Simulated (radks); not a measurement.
Species: Re14+. Configuration: [Kr] 4d10 4f(5/2: 5, 7/2: 8) 5s2. Method: Dirac Kohn-Sham, relativistic LDA (MacDonald-Vosko exchange, VWN5 correlation), spin-unpolarised, spherical densities, finite nucleus; Fermi nuclear charge, rms radius 5.3698 fm; computed with a radial shooting solver on a logarithmic mesh with Libxc functionals.

Normalised radial functions P(r) = r R(r) (large component), r in bohr:

r	4d3/2	5s1/2	4f5/2
0.002218	0.0003	0.1364	0.0000
0.002888	0.0005	0.1601	0.0000
0.003761	0.0010	0.1841	0.0000
0.004897	0.0020	0.2058	0.0000
0.006428	0.0039	0.2212	0.0000
0.00837	0.0074	0.2231	0.0001
0.0109	0.0143	0.2037	0.0002
0.01419	0.0273	0.1540	0.0004
0.01848	0.0514	0.0670	0.0010
0.02426	0.0964	-0.0602	0.0026
0.03158	0.1712	-0.2019	0.0064
0.04113	0.2901	-0.3183	0.0152
0.05355	0.4611	-0.3435	0.0349
0.07029	0.6782	-0.2085	0.0779
0.09153	0.8708	0.0786	0.1598
0.1192	0.9301	0.3923	0.3038
0.1552	0.7116	0.4925	0.5273
0.2037	0.1171	0.1804	0.8320
0.2652	-0.6900	-0.3881	1.1411
0.3454	-1.3758	-0.7259	1.3576
0.4497	-1.5954	-0.4070	1.3831
0.5903	-1.2879	0.4538	1.1895
0.7686	-0.7527	1.1499	0.8579
1.001	-0.3068	1.2026	0.4966
1.303	-0.0801	0.7348	0.2136
1.711	-0.0110	0.2495	0.0584
2.228	-0.0007	0.0453	0.0095
2.9	0.0000	0.0037	0.0007

4d3/2: eigenvalue -537.25 eV, 1 radial node at r = 0.212 bohr, <r> = 0.488 bohr, 90 % of the charge inside 0.728 bohr. 5s1/2: eigenvalue -332.61 eV, 4 radial nodes at r = 0.0215, 0.0859, 0.223, 0.516 bohr, <r> = 0.935 bohr, 90 % of the charge inside 1.31 bohr. 4f5/2: eigenvalue -315.85 eV, 0 radial nodes, <r> = 0.532 bohr, 90 % of the charge inside 0.849 bohr.
